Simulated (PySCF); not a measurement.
Which is lower?

The two ends of one reaction step of GeH$_{5}$O$_{2}$F, singlet (PBE0-D4/def2-TZVP).

A:

Ge1  (-1.184, -0.197, -0.308)
F2  (1.603, -1.227, 1.835)
H3  (-0.882, -1.439, -1.148)
H4  (-1.895, -0.500, 1.012)
H5  (-1.851, 0.917, -1.121)
H6  (1.260, -0.565, 1.257)
O7  (0.415, 0.476, 0.273)
O8  (1.181, 0.718, -0.916)
H9  (1.393, 1.654, -0.807)
(Å)

B:

```xyz
9
angstrom
Ge -0.5531 -1.3446 -0.2735
F 0.7861 -0.8142 0.7424
H -0.6758 -2.8413 0.0453
H -1.7754 -0.5419 0.1664
H -0.1194 -1.0953 -1.7187
H 0.9221 1.0347 0.9262
O 0.6972 1.9477 0.6809
O 0.0241 1.7217 -0.5551
H 0.6726 2.0491 -1.1897
```

PySCF 2.14 with density fitting (its default auxiliary sets; JK sets also for MP2 and CCSD(T)); basis: def2-TZVPP; cores frozen in the correlated methods. Filled d shells of the heavier atoms are correlated. The def2 sets are not built for correlating such inner shells, so the correlated values are less sure here. B3LYP uses VWN-RPA correlation.

Which structure is lower at CCSD(T), and by how much? (An estimate is asked for; the value comes from the calculation.)

The calculation gives: B, by 21.9 kJ/mol (electronic energy, against the other). By their contacts, A is a complex of GeH₄O₂ ([OH][O][GeH3]) + HF and B is a complex of GeH₃F ([F][GeH3]) + H₂O₂ ([OH][OH]).

All methods give the same order:

```csv
method,E(B) − E(A) (kJ/mol)
SPW92,-14.2
PBE-D4,-20.0
r2SCAN-D4,-24.9
PBE0-D4,-23.3
B3LYP-D4,-24.8
BHLYP-D4,-30.0
wB97M-V,-28.4
HF,-39.3
MP2,-17.9
CCSD,-24.7
CCSD(T),-21.9
```

No T1 diagnostic of these runs exceeds 0.012.

Labels in which every atom is bracketed show which atoms are joined, not bond orders.

For scale, one of the runs: CCSD(T)/def2-TZVPP, 211 basis functions, launched by `OMP_NUM_THREADS=4 python run.py`. Time: 19 min of wall clock on 4 CPU threads of an Arm Neoverse V1; the host was shared. Peak host memory: 4.2 GiB.
